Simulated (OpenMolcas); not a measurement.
An OpenMolcas run meant for P2+ (ANO-R3, X2C; inactive shells 1s 2s 2p; intended active space 3 electrons in 8 orbitals (3s 3p 4s 4p)). One step of its input:

```
&CASPT2
Multistate=1 1
Frozen=21 20
IPEA=0.25
Imaginary=0.1
MaxIter=60
WThr=0.0 0.3 0.05
PrWF=0.5
NoMix
```

Lines from the output:

```
|       MOLCAS_SOURCE = <dir>
  |    MOLCAS_STRUCTURE = 0
  |
   --------------------------------------------------------------------------------------
++ ---------   Input file   ---------
>>> COPY JOB001 $Project.JobIph
&CASPT2
Multistate=1 1
Frozen=21 20
IPEA=0.25
Imaginary=0.1
MaxIter=60
WThr=0.0 0.3 0.05
PrWF=0.5
NoMix
-- ----------------------------------
>>> COPY JOB001 a.JobIph
*** symbolic link created: INPORB -> a.RasOrb
--- Start Module: caspt2 at  ---
()()()()()()()()()()()()()()()()()()()()()()()()()()()()()()()()()()()()()()()()()()()()()()()()()()
                                              &CASPT2
                                   only a single process is used
                       available to each process: 2.3 GB of memory, 1 thread
()()()()()()()()()()()()()()()()()()()()()()()()()()()()()()()()()()()()()()()()()()()()()()()()()()
 ###    WARNING: User changed nr of frozen orbitals.                         ###
 ###    ERROR: Too many frozen orbitals!                                     ###
--- Stop Module: caspt2 at  /rc=_RC_INPUT_ERROR_ ---
.####################.
.# User input error #.
.####################.
```

Problem. What is wrong with the input?

Solution. More orbitals are frozen than there are inactive ones.
